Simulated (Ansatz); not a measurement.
Breaking the O4–H5 bond in BH3O (SMILES BO) (multiplicity 1 held, fragments rigid). Energies count from the point at 0.963 Å.
Geometry at that point (charge 0, multiplicity 1):
```xyz
5

B     -0.4484    -0.5534     0.0610
H     -0.3382    -1.3375     0.9518
H     -1.3024    -0.6419    -0.7734
O      0.4452     0.4596     0.0279
H      0.3210     1.0699    -0.7069
```

Signs of static correlation in cc-pVTZ, with CASSCF(4,3), from Ansatz (a quantum-chemistry and plane-wave program) runs.

```json
[
 {"R (Å)": "0.771", "T1 of restricted CCSD": "0.013", "⟨S²⟩ of UHF": "0.000", "largest double amplitude of restricted CCSD": "0.035", "weight of the CASSCF reference in MRCISD": "0.922", "CASSCF natural occupations": "2.00 1.99 0.01"},
 {"R (Å)": "0.867", "T1 of restricted CCSD": "0.013", "⟨S²⟩ of UHF": "0.000", "largest double amplitude of restricted CCSD": "0.036", "weight of the CASSCF reference in MRCISD": "0.921", "CASSCF natural occupations": "2.00 1.99 0.01"},
 {"R (Å)": "0.963", "T1 of restricted CCSD": "0.014", "⟨S²⟩ of UHF": "0.000", "largest double amplitude of restricted CCSD": "0.036", "weight of the CASSCF reference in MRCISD": "0.920", "CASSCF natural occupations": "2.00 1.98 0.02"},
 {"R (Å)": "1.060", "T1 of restricted CCSD": "0.014", "⟨S²⟩ of UHF": "0.000", "largest double amplitude of restricted CCSD": "0.037", "weight of the CASSCF reference in MRCISD": "0.919", "CASSCF natural occupations": "2.00 1.97 0.03"},
 {"R (Å)": "1.156", "T1 of restricted CCSD": "0.015", "⟨S²⟩ of UHF": "0.000", "largest double amplitude of restricted CCSD": "0.037", "weight of the CASSCF reference in MRCISD": "0.918", "CASSCF natural occupations": "2.00 1.96 0.04"},
 {"R (Å)": "1.300", "T1 of restricted CCSD": "0.017", "⟨S²⟩ of UHF": "0.000", "largest double amplitude of restricted CCSD": "0.042", "weight of the CASSCF reference in MRCISD": "0.917", "CASSCF natural occupations": "2.00 1.93 0.07"},
 {"R (Å)": "1.445", "T1 of restricted CCSD": "0.019", "⟨S²⟩ of UHF": "0.335", "largest double amplitude of restricted CCSD": "0.062", "weight of the CASSCF reference in MRCISD": "0.917", "CASSCF natural occupations": "2.00 1.88 0.12"},
 {"R (Å)": "1.686", "T1 of restricted CCSD": "0.023", "⟨S²⟩ of UHF": "0.766", "largest double amplitude of restricted CCSD": "___", "weight of the CASSCF reference in MRCISD": "0.916", "CASSCF natural occupations": "2.00 1.76 0.24"},
 {"R (Å)": "1.926", "T1 of restricted CCSD": "0.029", "⟨S²⟩ of UHF": "0.916", "largest double amplitude of restricted CCSD": "0.273", "weight of the CASSCF reference in MRCISD": "0.916", "CASSCF natural occupations": "2.00 1.59 0.41"},
 {"R (Å)": "2.215", "T1 of restricted CCSD": "0.035", "⟨S²⟩ of UHF": "0.979", "largest double amplitude of restricted CCSD": "0.424", "weight of the CASSCF reference in MRCISD": "0.915", "CASSCF natural occupations": "2.00 1.39 0.61"},
 {"R (Å)": "2.601", "T1 of restricted CCSD": "0.040", "⟨S²⟩ of UHF": "1.005", "largest double amplitude of restricted CCSD": "___", "weight of the CASSCF reference in MRCISD": "0.915", "CASSCF natural occupations": "2.00 1.21 0.79"},
 {"R (Å)": "3.082", "T1 of restricted CCSD": "0.045", "⟨S²⟩ of UHF": "1.013", "largest double amplitude of restricted CCSD": "0.702", "weight of the CASSCF reference in MRCISD": "0.915", "CASSCF natural occupations": "2.00 1.09 0.91"}
]
```

Question: Complete the blanks.

Answer: 
- 1.686, largest double amplitude of restricted CCSD: 0.149
- 2.601, largest double amplitude of restricted CCSD: 0.581

Doubts at one or more of the structures used: active orbitals that take no part (SC-NEVPT2 on CASSCF(4,3)/cc-pVTZ); a restricted determinant that unrestricted orbitals would lower (R-CCSD(T)/cc-pVTZ); other coupled-cluster roots lie near (R-CCSD(T)/cc-pVTZ); a spin-contaminated determinant (U-CCSD(T)/cc-pVTZ); T1 above 0.05 (U-CCSD(T)/cc-pVTZ); the program's own flag: large difference (U-CCSD(T)/cc-pVTZ).
